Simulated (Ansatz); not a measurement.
Species: sum formula BClF (charge 0, doublet). It need not be the lowest isomer of its formula. 
Structure (B3LYP-D3(BJ)/def2-TZVP (Ansatz, a quantum-chemistry and plane-wave program) minimum search):
SMILES: F[B]Cl
```xyz
3

B     -0.7807    -0.2385     0.0033
F     -1.3715     0.9238     0.0097
Cl     0.9557    -0.4189    -0.0061
```
Charge 0, spin multiplicity 2.

Atomisation energy built up term by term with Ansatz (kcal/mol; UHF references for open shells; valence terms freeze the core; atomic spin-orbit terms are left out). CBS marks a two-point X^-3 extrapolation of the correlation energy; Hartree-Fock from the larger set.

```json
[
 {"term": "Hartree-Fock", "basis": "cc-pV(Q+d)Z", "kcal/mol": "192.22"},
 {"term": "CCSD correlation", "basis": "CBS(cc-pV(T+d)Z,cc-pV(Q+d)Z)", "kcal/mol": "49.69"},
 {"term": "(T)", "basis": "CBS(cc-pV(T+d)Z,cc-pV(Q+d)Z)", "kcal/mol": "6.39"},
 {"term": "core correlation", "basis": "cc-pwCVTZ", "kcal/mol": "1.24"},
 {"term": "scalar relativity (X2C)", "basis": "cc-pVTZ-DK against cc-pVTZ", "kcal/mol": "-0.43"},
 {"term": "sum: De", "basis": "", "kcal/mol": "249.1"}
]
```

(T) makes 2.6 % of the CCSD(T) atomisation energy; under 5 % is typical of single-reference molecules.
